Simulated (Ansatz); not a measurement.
Abridged output of a molecular run in Ansatz:

```
Functional definition: HF
1169 factors; integrals over basis functions are off by at most 1.1e-3 eV
mean field evaluation 1: about -15202.9130 eV, gradient 4.4e1 eV
mean field evaluation 2: about -15203.0092 eV, gradient 4.4e1 eV
mean field evaluation 4: about -15207.4588 eV, gradient 4.4e0 eV
mean field evaluation 8: about -15207.5284 eV, gradient 4.9e-4 eV
mean field -15207.52839784 eV, -558.8663605875 hartree, gradient 7.2e-6 eV, S^2 0.000000; 0 other end points of the search recorded, 0 dependent functions left out
10 core orbitals not correlated: weight in the atoms' cores, before any rotation towards them, 1.000 or more for the frozen orbitals, at most 0.000 for the correlated occupied ones
reference -15207.52839784 eV, -558.8663605875 hartree; 17, 17 occupied and 91, 91 virtual orbitals, 1169 factors
second order -23.19109314 eV of doubles, -0.00000000 eV of singles
cycle   1  -23.66804400 eV  change   -4.8e-1 eV  update   1.2e-1
cycle   2  -24.30218450 eV  change   -6.3e-1 eV  update   3.6e-2
cycle   3  -24.46649291 eV  change   -1.6e-1 eV  update   2.0e-2
cycle   4  -24.45691820 eV  change    9.6e-3 eV  update   5.1e-3
cycle   5  -24.45507001 eV  change    1.8e-3 eV  update   2.2e-3
cycle   6  -24.45554862 eV  change   -4.8e-4 eV  update   7.6e-4
cycle   7  -24.45510638 eV  change    4.4e-4 eV  update   3.1e-4
cycle   8  -24.45495751 eV  change    1.5e-4 eV  update   1.3e-4
cycle   9  -24.45500984 eV  change   -5.2e-5 eV  update   6.0e-5
cycle  10  -24.45502622 eV  change   -1.6e-5 eV  update   2.1e-5
perturbative correction -0.75576926 eV, -0.0277740080 hartree
Total energy: -15232.73919331 eV, -559.7928402327 hartree
```

Its atoms:

Cartesian coordinates in Å:
```
B 0.6072 0.6383 -1.2834
Si -0.6074 0.9778 0.3010
O -2.2540 1.0057 0.2258
C 0.1663 -0.7944 0.5595
N 0.9415 -0.7166 -0.4707
O 0.1040 -1.8091 1.4005
H 1.5884 1.3296 -1.4057
H 0.0358 0.3729 -2.3125
H -0.1814 1.7499 1.5100
H -2.7269 1.2075 1.0341
H 1.6315 -1.4291 -0.7014
H 0.6950 -2.5325 1.1429
```

**Question.** Which basis set was used?
A. def2-TZVPP
B. def2-TZVPPD
C. def2-SVP
D. def2-SVPD

**Answer.** C. It gives 118 functions.

**Question.** Write the keys of the input that set method, charge and spin (a neutral closed shell needs none for the last two).

**Answer.** 
```yaml
correlation: {method: ccsd_t}
```
